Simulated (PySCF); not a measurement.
Members of one series of related molecules.

All values: B3LYP/def2-SVPD (PySCF) at PBE0-D3(BJ)/def2-SVP geometries, gas phase, one conformer each. Core orbitals are frozen in the response; Δα² is half the sum of the squared differences of the principal polarisabilities. The calculation is non-relativistic, for bromine too.

**Question.** Rank by HOMO energy, lowest first.
A. SiEt(NHMe)3, `CC[Si](NC)(NC)NC`
B. SiEtBr3, `CC[Si](Br)(Br)Br`
C. SiEt(NMe2)3, `CC[Si](N(C)C)(N(C)C)N(C)C`
D. SiEt(NCO)3, `CC[Si](N=C=O)(N=C=O)N=C=O`
E. SiEt(OMe)3, `CC[Si](OC)(OC)OC`

**Answer.** D (-8.64 eV), B (-8.10 eV), E (-7.66 eV), A (-5.93 eV), C (-5.67 eV).

**Question.** Rank by HOMO–LUMO gap, highest first.
A. `CC[Si](Br)(Br)Br` (SiEtBr3)
B. `CC[Si](N(C)C)(N(C)C)N(C)C` (SiEt(NMe2)3)
C. `CC[Si](N=C=O)(N=C=O)N=C=O` (SiEt(NCO)3)
D. `CC[Si](OC)(OC)OC` (SiEt(OMe)3)
E. `CCN[Si](CC)(NCC)NCC` (SiEt(NHEt)3)

**Answer.** C (8.18 eV), D (7.90 eV), A (6.82 eV), E (6.15 eV), B (5.90 eV).

All values together:

```csv
SMILES,formula,μ (D),HOMO (eV),LUMO (eV),α (Å³),Δα (Å³),electrons,α per electron (Å³)
CC[Si](NC)(NC)NC,C5H17N3Si,0.50,-5.93,0.21,16.72,2.81,82,0.204
CC[Si](N(C)C)(N(C)C)N(C)C,C8H23N3Si,0.15,-5.67,0.23,22.23,1.28,106,0.210
CC[Si](OC)(OC)OC,C5H14O3Si,1.10,-7.66,0.24,14.40,0.69,82,0.176
CCN[Si](CC)(NCC)NCC,C8H23N3Si,0.51,-5.93,0.22,22.29,2.50,106,0.210
CC[Si](N=C=O)(N=C=O)N=C=O,C5H5N3O3Si,3.16,-8.64,-0.46,16.52,3.07,94,0.176
CC[Si](Br)(Br)Br,C2H5Br3Si,2.09,-8.10,-1.29,17.00,1.73,136,0.125
```

Conformers: `CC[Si](NC)(NC)NC`; `CC[Si](N(C)C)(N(C)C)N(C)C`; `CC[Si](OC)(OC)OC`; `CCN[Si](CC)(NCC)NCC`; `CC[Si](N=C=O)(N=C=O)N=C=O`.

**Question.** How closely does the mean polarisability follow the number of electrons in this set?

**Answer.** The correlation coefficient is 0.33; α per electron runs from 0.125 to 0.210 Å³.
